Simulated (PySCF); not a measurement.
A PySCF script (with the pyscf-properties extension) for the NMR shieldings of `NBC[SiH3]`, CH8BNSi, on a PBE0-D3(BJ)/def2-SVP geometry:

```python
import basis_set_exchange as bse
import numpy as np
from pyscf import gto, scf
from pyscf.prop import nmr

atoms = """
N     1.941470    0.497215   -0.217408
B     0.933406   -0.056270    0.570711
C    -0.262564   -0.868530   -0.043831
Si   -1.811536    0.201184   -0.123283
H     2.697169    1.048745    0.165326
H     1.986055    0.388279   -1.222947
H     0.988612    0.148463    1.766471
H    -0.058246   -1.245305   -1.060868
H    -0.518058   -1.729819    0.596739
H    -2.982018   -0.572058   -0.647387
H    -1.594034    1.373142   -1.029504
H    -2.171452    0.723091    1.231411
"""
names = dict.fromkeys(["N", "B", "C", "Si", "H"], "pcSseg-2")
basis = {el: gto.basis.parse(bse.get_basis(n, elements=[el], fmt="nwchem")) for el, n in names.items()}
mol = gto.M(atom=atoms, basis=basis, charge=0, verbose=0)
mf = scf.RHF(mol)
mf.conv_tol = 1e-9
mf.kernel()

calc = nmr.RHF(mf)   # GIAO
C = mf.mo_coeff
Co = C[:, mf.mo_occ > 0]
resp = mf.gen_response(singlet=True, hermi=2)
def vind(x):   # induced exchange potential for any number of trial vectors
    d = np.einsum("pi,xij,qj->xpq", C, 2 * x.reshape(-1, C.shape[1], Co.shape[1]), Co, optimize=True)
    return np.einsum("xpq,pi,qj->xij", resp(d - d.transpose(0, 2, 1)), C, Co, optimize=True).ravel()
mo1, _ = nmr.rhf.solve_mo1(calc, with_cphf=vind)
sigma = calc.kernel(mo1)
for i, s in enumerate(sigma):   # ppm
    print("%2d %-2s %9.2f" % (i, mol.atom_pure_symbol(i), np.trace(s) / 3))
```

Q: What does it print?

A: 
```
 0 N     173.20
 1 B      69.87
 2 C     189.38
 3 Si    443.58
 4 H      28.03
 5 H      28.22
 6 H      26.95
 7 H      31.66
 8 H      31.37
 9 H      27.88
10 H      28.13
11 H      27.90
```

These numbers come from an equivalent density-fitted implementation of the same equations, which agrees with the script to about 0.01 ppm for H and up to a few tenths of a ppm for heavy atoms, so last digits may differ.

Size and cost of the density-fitted run: 263 basis functions, 12 s wall time on 1 thread of an Arm Neoverse V2, shared host.
